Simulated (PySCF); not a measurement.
C$_{2}$H$_{6}$S, charge +1, doublet, at a GFN2-xTB geometry (a state made from the parent by changing its charge; the spin is typed, not shown lowest). Base run: M062X/def2-SVP in PySCF.

Input for PySCF:
```python
from pyscf import gto, scf, dft, solvent

mol = gto.M(
    atom='''
C    -1.44209683    0.84032721   -0.04070769
C    -0.62442104   -0.39934095   -0.26210605
S     1.12052965   -0.31877885    0.13867619
H    -2.47537234    0.64831189   -0.32425934
H    -1.08241087    1.67905353   -0.63779133
H    -1.43522247    1.15312254    1.00402028
H    -1.02072917   -1.25515785    0.30625628
H    -0.67367029   -0.73780235   -1.30878501
H     1.15803803    0.96701621    0.55862258
''',
    basis='def2-svp',
    charge=1,
    spin=1,
    verbose=4,
)

mf = dft.UKS(mol)
mf.xc = 'm062x'
mf.kernel()
```

Each row names what was changed in the base input (with any setting that the change needs).

| change | ΔE vs base (kJ/mol) |
|---|---|
| base | 0.00 |
| model = COSMO; solvent = water | -267.3 |
| model = C-PCM; solvent = water | -269.0 |
| model = IEF-PCM; solvent = water; r_probe = 0.5 | -216.8 |
| model = IEF-PCM; solvent = water; lebedev_order = 11 | -268.1 |
| model = IEF-PCM; solvent = water; lebedev_order = 41 | -269.1 |
| model = IEF-PCM; solvent = water | -268.9 |
| model = IEF-PCM; solvent = water; vdw_scale = 1.4 | -233.7 |
| model = IEF-PCM; solvent = dichloromethane | -241.1 |
| model = IEF-PCM; solvent = dimethylsulfoxide | -266.5 |
| model = IEF-PCM; solvent = water; vdw_scale = 1.0 | -328.9 |
| model = IEF-PCM; solvent = water; vdw_scale = 1.1 | -293.9 |

The base is the gas phase, so ΔE is the electrostatic part of solvation at a fixed geometry, without cavity and dispersion terms.

Open shells are given as the SCF converged; they aren't shown to be the lowest states, and a large step between rows can be another state.
